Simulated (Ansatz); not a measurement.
Reaction (ligand exchange at the Si–S bond): `O[SiH](O)S[SiH2]Cl` + `N[Si](F)(F)Cl` → `F[Si](F)(Cl)N[SiH2]Cl` + `O[SiH](O)S`

Isolated molecules relaxed with PBE0-D4/def2-TZVP in Ansatz; ΔE leaves out vibrations. CCSD(T)/CBS is the MP2 limit (def2-TZVPP, def2-QZVPP) plus CCSD(T) − MP2 in def2-TZVPP, frozen cores. This one scheme is used for every species. DFT in def2-TZVPP. One conformer a species, not always the lowest.

Problem. Is it downhill or uphill in electronic energy at CCSD(T)/CBS, and by how much? (Estimate.)

Solution. Computed: Uphill: ΔE = +1.0 kcal/mol.

Problem. What do these levels give: BLYP-D4, r2SCAN-D4, BHLYP-D4, CAM-B3LYP-D4, ωB97X-V, PBE, revPBE, r2SCANh, RPA@PBE/def2-TZVPP, MP2/def2-SVP, HF/def2-TZVPP, MP2/def2-QZVPP? (An estimate is asked.)

Solution. Computed: BLYP-D4 0.8, r2SCAN-D4 2.1, BHLYP-D4 0.1, CAM-B3LYP-D4 -0.4, ωB97X-V 0.9, PBE 3.0, revPBE 3.0, r2SCANh 2.0, RPA@PBE/def2-TZVPP -1.1, MP2/def2-SVP -0.7, HF/def2-TZVPP -1.7, MP2/def2-QZVPP 1.6 kcal/mol.

Largest T1 diagnostic among the species: 0.011.

Leaving LDA and LC-ωPBE aside and taking each functional with its dispersion term where it has one, the values, not all of them listed here, spread over 3.6 kcal/mol, from CAM-B3LYP-D4 to PBE-D4. In def2-TZVPP, CCSD(T) changes the Hartree–Fock value by +1.7 kcal/mol (the triples alone add +0.5 kcal/mol) and MP2 by +2.8 kcal/mol. From BLYP to BHLYP (50 % exact exchange), in def2-TZVPP and without D4, ΔE moves by −0.9 kcal/mol.
